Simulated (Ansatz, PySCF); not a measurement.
Reaction (SMILES): Br[Si](Br)(Br)Br [tetrabromosilane] + 3 [SiH4] (SiH4) -> 4 [SiH3]Br [bromosilane]
Geometries: B3LYP-D3(BJ)/def2-TZVP minima from Ansatz (an electronic-structure program). Frequencies are from Ansatz or PySCF.

Wanted: bond separation energy (0 K, with B3LYP-D3(BJ) harmonic zero-point energies), in kcal/mol. Valence correlation only, unless marked. Spin-orbit coupling is left out. The frozen core is the preceding noble-gas configuration, with the filled d and f shells of earlier blocks. No relativistic terms. CBS(X,Y): correlation extrapolated as X^-3; Hartree-Fock from the larger set.

```json
[
 {"level": "HF/6-31G*", "program": "Ansatz", "bond separation energy (kcal/mol)": "-9.1"},
 {"level": "PBE0/def2-SVP", "program": "Ansatz", "bond separation energy (kcal/mol)": "2.4"},
 {"level": "PBE0-D4/def2-TZVP", "program": "Ansatz + dftd4", "bond separation energy (kcal/mol)": "3.4"},
 {"level": "PBE0/def2-TZVPD", "program": "Ansatz", "bond separation energy (kcal/mol)": "0.3"}
]
```

### Question
Estimate the value at CCSD(T)/CBS(def2-TZVPPD,def2-QZVPPD) as computed with Ansatz.

### Answer
0.8 kcal/mol, so PBE0/def2-TZVPD differs from it by -0.5 kcal/mol.
